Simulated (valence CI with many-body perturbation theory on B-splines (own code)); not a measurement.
Results of a calculation; reference values are marked as such.
## Nd XXVIII: what the settings do

Level of theory: relativistic CI+MBPT: five valence electrons over a frozen Dirac-Fock core [Ar] 3d10, a basis of 6 s, 6 p, 5 d, 3 f, 1 g functions for each j, with the one-electron correlation potential Σ1 (screened to all orders), the two-electron term Σ2, the three-electron term Σ3, Breit, model QED; selected single and double excitations, second order for the rest, scaled by the run's own slope (own B-spline code, finite nucleus).

The last digits are not significant, and no measured levels were compared; by estimate large intervals hold to a few tenths of a per cent, small ones and those within an open d or f shell to about a per cent. Among the levels kept, up to 410 cm⁻¹ of a level comes from second order outside the variational space, and about a tenth of that is noise between levels of different J, which matters for small intervals.

The reference run has the lowest level (4s^2 4p1/2^2 4p3/2) J=3/2 and an ionisation energy of 980.124 eV. Its largest variational space holds 9998 state functions.

Levels are named by their leading jj configuration (3d3/2^4 stands for four electrons in 3d with j = 3/2), which in mixed levels can hold well under half, so a name can repeat and another be missing. Letters in brackets count levels of one name in rising energy.

Changed runs:
A. highest l in the core sums 6 → 5
B. shift of the energy in Σ1 (hartree) 0 → -17.067
C. natural orbitals for correlation on → off
D. Davidson tolerance 2e-05 → 0.03 (bad on purpose)

Excitation energies of the reference run in cm⁻¹, and shifts in cm⁻¹:

```
                             Level  Reference       A       B       C         D
        (4s^2 4p1/2 4p3/2^2) J=3/2     209578     +13    -165    -254      +0.1
        (4s^2 4p1/2 4p3/2^2) J=5/2     240998     +12    -170    +118      +0.4
        (4s^2 4p1/2 4p3/2^2) J=1/2     280870     +12    -175    +457      +0.1
              (4s^2 4p3/2^3) J=3/2     494749     +25    -341    +202         0
        (4s 4p1/2^2 4p3/2^2) J=5/2     717159     +52     -97    -537      +0.2
        (4s 4p1/2^2 4p3/2^2) J=3/2     790434     +15     -63    -219      +0.2
        (4s 4p1/2^2 4p3/2^2) J=1/2     807155     +53    -121     +57         0
        (4s^2 4p1/2^2 4d3/2) J=3/2     872446     -56     +22    +285      +0.2
        (4s^2 4p1/2^2 4d5/2) J=5/2     935105     -85    -6.6    +271      +0.1
      (4s 4p1/2 4p3/2^3) J=3/2 [a]     955148     +51    -239    -421      +0.1
          (4s 4p1/2 4p3/2^3) J=5/2     993083     +45    -247    -246      +0.2
(4s^2 4p1/2 4p3/2 4d3/2) J=1/2 [a]    1028110    -2.7    -180    -206         0
            Ionisation energy (eV)    980.124  +0.010  -0.345  -0.144  -3.3e-05
```
